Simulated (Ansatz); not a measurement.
Consider the formal exchange of groups at a Ge–Se bond: `[CH3][Ge]([CH3])([Cl])[SeH]` + `CC(O)(S)S` → `[CH3][Ge]([CH3])([CH3])[Cl]` + `OC(S)(S)[SeH]`.

Computed with Ansatz on PBE0-D4/def2-TZVP structures; ΔE is electronic, products minus reactants. CBS: MP2 limit from def2 TZ/QZ plus the TZ coupled-cluster correction, frozen cores. DFT in def2-TZVPP. B3LYP here is the variant with VWN-RPA as its local correlation; programs differ in this. For Ge, Se outer-core shells are correlated without core-valence functions, which leaves a few kJ/mol of doubt a bond. Scalar relativity is left out up to krypton. Each species was taken in one conformer, which may not be the lowest.

`[CH3][Ge]([CH3])([Cl])[SeH]`:

```xyz
12

C    -0.487   -1.504   -0.536
Ge    0.385    0.181   -0.121
C    -0.141    1.009    1.553
Cl    2.505   -0.272    0.035
Se    0.045    1.768   -1.825
H    -1.563   -1.347   -0.632
H    -0.096   -1.901   -1.472
H    -0.290   -2.221    0.263
H     0.430    1.923    1.710
H     0.062    0.320    2.375
H    -1.205    1.246    1.534
H     0.355    0.797   -2.882
```

`CC(O)(S)S`:

Z-matrix (Å, degrees):
```
C
C 1 1.513
H 1 1.089 2 110.8
H 1 1.093 2 109.7 3 -120.9
H 1 1.090 2 108.8 3 120.1
O 2 1.391 1 106.9 3 -175.1
S 2 1.834 1 107.3 3 63.2
S 2 1.842 1 112.2 3 -59.0
H 6 0.963 2 108.9 1 -173.6
H 7 1.343 2 96.0 1 -164.1
H 8 1.342 2 96.9 1 77.2
```

`[CH3][Ge]([CH3])([CH3])[Cl]`:

Cartesian coordinates in Å:
```
C 1.803 -0.500 0.148
Ge -0.055 0.033 0.366
C -0.426 1.785 -0.393
C -1.303 -1.329 -0.245
Cl -0.378 0.226 2.516
H 2.462 0.256 0.574
H 2.038 -0.617 -0.913
H 1.983 -1.449 0.655
H 0.244 2.529 0.037
H -1.456 2.075 -0.180
H -0.283 1.764 -1.475
H -1.198 -1.478 -1.322
H -2.327 -1.022 -0.030
H -1.105 -2.273 0.263
```

`OC(S)(S)[SeH]`:

Cartesian coordinates in Å:
```
O -0.322 1.378 0.668
C 0.106 0.232 0.020
S 1.250 0.698 -1.297
S -1.393 -0.631 -0.573
Se 1.226 -0.920 1.204
H -0.698 1.125 1.520
H 0.439 1.637 -1.819
H -0.753 -1.640 -1.184
H 0.146 -1.879 1.462
```

```csv
level,ΔE (kcal/mol)
PBE0-D4,25.1
B3LYP-D4,24.4
B2PLYP,24.4
MP2/CBS(def2),23.7
```

Question: What does CCSD(T)/CBS give? (Estimate.)

Answer: Ansatz gave: +24.1 kcal/mol. The listed levels differ from it by 1.0, 0.3, 0.3, -0.4 kcal/mol.

Largest T1 diagnostic among the species: 0.011.

In def2-TZVPP, CCSD(T) changes the Hartree–Fock value by −4.8 kcal/mol (the triples alone add −0.6 kcal/mol) and MP2 by −5.2 kcal/mol. From PBE to PBE0 (25 % exact exchange), in def2-TZVPP and without D4, ΔE moves by +1.6 kcal/mol.
